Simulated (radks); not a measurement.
Results of a calculation; reference values are marked as such.
The dysprosium ion Dy2+, configuration [Kr] 4d10 4f10 5s1 5p6 6s1 (not the ground configuration). Code: a radial shooting solver on a logarithmic mesh with Libxc functionals. Model: scalar-relativistic Kohn-Sham, exchange-only PBE, spin-unpolarised, spherical densities, point nucleus.

Normalised radial functions P(r) = r R(r), r in bohr:

r,4s,4d,5p
0.001204,0.1324,0.0000,0.0015
0.001619,0.1663,0.0000,0.0024
0.002194,0.2079,0.0001,0.0041
0.002973,0.2556,0.0002,0.0068
0.00403,0.3070,0.0005,0.0113
0.005461,0.3566,0.0011,0.0188
0.007342,0.3934,0.0024,0.0303
0.009951,0.4031,0.0054,0.0487
0.01349,0.3614,0.0120,0.0760
0.01828,0.2423,0.0262,0.1137
0.02457,0.0361,0.0543,0.1583
0.0333,-0.2512,0.1102,0.2027
0.04514,-0.5319,0.2102,0.2233
0.06117,-0.6422,0.3693,0.1849
0.0829,-0.3998,0.5787,0.0572
0.1115,0.1930,0.7665,-0.1372
0.1511,0.8255,0.7958,-0.3028
0.2047,0.8556,0.4804,-0.2635
0.2775,-0.0218,-0.2155,0.0495
0.373,-1.1678,-0.9896,0.4055
0.5056,-1.6291,-1.4143,0.4284
0.6852,-1.1524,-1.2395,-0.0344
0.9286,-0.4639,-0.7288,-0.6429
1.258,-0.1023,-0.2853,-0.9413
1.692,-0.0117,-0.0727,-0.8032
2.293,-0.0005,-0.0099,-0.4465
3.108,0.0000,-0.0006,-0.1589
4.212,0.0000,0.0000,-0.0327
5.663,0.0000,0.0000,-0.0036
7.675,0.0000,0.0000,-0.0001
10.4,0.0000,0.0000,0.0000

4s: eigenvalue -412.35 eV, 3 radial nodes at r = 0.0256, 0.102, 0.276 bohr, <r> = 0.530 bohr, 90 % of the charge inside 0.762 bohr. 4d: eigenvalue -172.14 eV, 1 radial node at r = 0.256 bohr, <r> = 0.610 bohr, 90 % of the charge inside 0.918 bohr. 5p: eigenvalue -43.396 eV, 3 radial nodes at r = 0.0911, 0.267, 0.674 bohr, <r> = 1.50 bohr, 90 % of the charge inside 2.20 bohr.
